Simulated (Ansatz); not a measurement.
Calculated with Ansatz (gas phase, PBE0-D4/def2-TZVP geometries, no zero-point term in ΔE). CCSD(T)/CBS adds triple-zeta CCSD(T) − MP2 to the extrapolated MP2 energy (def2 sets, frozen cores). This one scheme is used for every species. DFT in def2-TZVPP. Each species was taken in one conformer, which may not be the lowest.

Consider the formal exchange of groups at the Si–O bond: `B[Si](C)(O)F` + CH₄ → `B[Si](C)(C)F` + H₂O.

(1) Is it downhill or uphill in electronic energy at CCSD(T)/CBS, and by how much? (Estimate.)

(2) What do these levels give: ωB97X-V, MP2/def2-TZVPP, CCSD(T)/def2-TZVPP, HF/def2-QZVPP, MP2/def2-QZVPP, MP2/CBS(def2)? (Estimate.)

Largest T1 diagnostic among the species: 0.011.

Results:

(1) The calculation gave: Uphill: ΔE = +26.0 kcal/mol.

(2) The calculation gave: ωB97X-V 26.8, MP2/def2-TZVPP 26.9, CCSD(T)/def2-TZVPP 26.6, HF/def2-QZVPP 31.0, MP2/def2-QZVPP 26.5, MP2/CBS(def2) 26.2 kcal/mol.

The D4 term adds −0.9 kcal/mol with B3LYP and −0.5 kcal/mol with PBE0; it sums over pairs of atoms, weighted by their polarisabilities, and B3LYP, whose exchange is more repulsive, gets the larger term. In def2-TZVPP, CCSD(T) changes the Hartree–Fock value by −4.4 kcal/mol (the triples alone add −0.5 kcal/mol) and MP2 by −4.1 kcal/mol.

B3LYP here is the variant with VWN-RPA as its local correlation; programs differ in this.
